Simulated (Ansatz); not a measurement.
GeH$_{5}$NOSi, SMILES `[NH2][GeH]1[O][SiH2]1`, charge 0, multiplicity 1.

Question: Give a relaxed structure at PBE0-D4/def2-TZVP (the Gaussian-basis code of Ansatz). (Estimate.)

Answer: The calculation gave: 
Z-matrix (Å, degrees):
```
Ge
O 1 1.897
Si 1 2.258 2 45.7
N 1 1.814 2 110.3 3 -118.9
H 1 1.535 2 108.0 3 124.1
H 3 1.487 1 122.1 2 -103.1
H 3 1.487 1 124.3 2 102.7
H 4 1.008 1 117.3 2 -132.5
H 4 1.007 1 118.7 2 88.5
```
This is one stationary point; other conformers may exist.
